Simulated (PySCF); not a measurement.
**Dipole response of Cl- (chlorine, charge -1)**

[Ar], closed-shell 1S. Computed with PySCF 2.14 in aug-cc-pVTZ-DK (6s5p3d2f, 50 functions), with scalar relativity by spin-free X2C-1e. Coupled (time-dependent) response in atomic units; α is the mean over directions.

| method | mean α (bohr³) | C₆ (like pair) | S(−4) |
| --- | --- | --- | --- |
| UHF | 25.59 | 221.8 | 172.8 |
| PBE0 | 28.56 | 255.3 | 237.3 |
| r2SCANh | 28.86 | 266.5 | 227.3 |

S(−4) is the Cauchy moment in α(ω) = α(0) + S(−4) ω² + …

α(iu) at PBE0:

```
u (hartree)  α(iu) (bohr³)
          0          28.56
     0.0500          27.99
      0.100          26.47
      0.200          22.24
      0.300          18.15
      0.500          12.06
      0.750          7.581
       1.00          5.082
       1.50          2.678
       2.00          1.634
       3.00         0.7898
       5.00         0.3099
```

For an ion, C₆ is the dispersion term alone; charge-induced terms of lower order in 1/R come first.
